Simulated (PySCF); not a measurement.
BeBrI, SMILES [Br][Be][I]. Coordinates come from a B3LYP-D3(BJ)/def2-TZVP optimisation. The def2 effective core potentials stand for the cores of I; spin–orbit coupling is left out.

Computed equilibrium geometry at B3LYP-D3(BJ)/def2-TZVP (PySCF confirms it by a frequency run) as bond lengths and angles, and its point group:
point group C∞v.
Atoms: Be1 Br2 I3. Bonds (Å): Be1–Br2 1.956, Be1–I3 2.165. Bond angles (°): Br2–Be1–I3 180.0.
Charge 0, spin multiplicity 1.
